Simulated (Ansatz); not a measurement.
Consider the atomization: `C[Si](C)(F)BF` → B• + 2 C• + 2 F• + 7 H• + Si•.

Program: Ansatz. Geometries: PBE0-D4/def2-TZVP. ΔE: electronic, gas phase. CCSD(T)/CBS adds triple-zeta CCSD(T) − MP2 to the extrapolated MP2 energy (def2 sets, frozen cores). This one scheme is used for every species, atoms too. DFT in def2-TZVPP. B3LYP here is the variant with VWN-RPA as its local correlation; programs differ in this. Open shells (•) are unrestricted, without spin–orbit coupling. Spin–orbit coupling would lower the free atoms: a little for B, C, F, Si. One conformer a species, not always the lowest.

```tsv
level	ΔE (eV)	difference from CCSD(T)/CBS
PBE-D4	53.46	0.73
r2SCAN-D4	52.97	0.24
PBE0-D4	52.75	0.02
B3LYP-D4	52.72	-0.01
ωB97X-V	52.89	0.16
ωB97M-V	52.89	0.16
B2PLYP	52.28	-0.45
PBE	53.20	0.47
PBE0	52.53	-0.20
B3LYP	52.30	-0.43
HF/def2-TZVPP	40.52	-12.21
MP2/def2-TZVPP	52.45	-0.28
CCSD(T)/def2-TZVPP	51.52	-1.21
HF/def2-QZVPP	40.60	-12.13
MP2/CBS(def2)	53.66	0.93
CCSD/CBS(def2)	52.12	-0.61
CCSD(T)/CBS	52.73	0
```

Largest T1 diagnostic among the species: 0.014.

In def2-TZVPP, CCSD(T) changes the Hartree–Fock value by +11.00 eV (the triples alone add +0.61 eV) and MP2 by +11.93 eV; breaking electron pairs costs correlation energy, which Hartree–Fock lacks. The D4 term adds +0.42 eV with B3LYP and +0.22 eV with PBE0; it sums over pairs of atoms, weighted by their polarisabilities, and B3LYP, whose exchange is more repulsive, gets the larger term. From PBE to PBE0 (25 % exact exchange), in def2-TZVPP and without D4, ΔE moves by −0.67 eV: exact exchange takes away binding that semilocal exchange gives to molecules.

For atomizations the MP2-based limit and the directly extrapolated one differ by several kJ/mol either way, and by 10 to 25 for some Ge, Se and Sn compounds, so smaller differences from it don't rank the levels.
